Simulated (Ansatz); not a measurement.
Ideal-gas functions of C₂HCl₂In, SMILES `C#[C][In]([Cl])[Cl]` at 400 K and 1 bar, from an Ansatz frequency run at PBE0-D4/def2-TZVP.

Molar mass 210.75 g/mol, point group C2v (symmetry number 2), electronic degeneracy 1, moments of inertia 265.303, 305.512, 570.815 u Å². Harmonic wavenumbers (cm⁻¹, unscaled): 67, 85, 96, 209, 237, 363, 386, 465, 722, 743, 2143, 3458.

Use S(trans) = R[1.5 ln M + 2.5 ln T − 1.1517]; rotational temperatures θ = 24.2544 K / I; S(rot) = R[ln(√π/σ · √(T³/θAθBθC)) + 1.5]; for each mode x = 1.438777 ν̃/T, S = R[x/(eˣ − 1) − ln(1 − e⁻ˣ)] and H = RT x/(eˣ − 1); 1 cm⁻¹ = 0.0119627 kJ/mol; R = 8.31446 J/(mol·K).

Q: By hand: the entropy, in J/(mol·K).

A: Translation 181.7. Rotation: θ = 0.0914, 0.0794, 0.0425 K, giving 119.8. Vibration, mode by mode: 20.17, 18.20, 17.20, 10.88, 9.89, 6.66, 6.22, 4.94, 2.38, 2.24, 0.03, 0.00, in all 98.8. Electronic 0.0. Sum 400.3 J/(mol·K).

Q: By hand: H − E and G − E in kJ/mol, counted from the electronic energy.

A: Zero-point energy ½ × 8974 × 0.0119627 = 53.7; thermal vibration 18.7; translation, rotation and pV give 4 RT = 13.3. H − E = 85.7 kJ/mol, and G − E = 85.7 − 400 × 400.3/1000 = -74.4 kJ/mol.

Vibration gives 25 % of the entropy, 55.6 J/(mol·K) of it from the modes under 150 cm⁻¹: soft modes count most, and the harmonic formula is weakest for them.
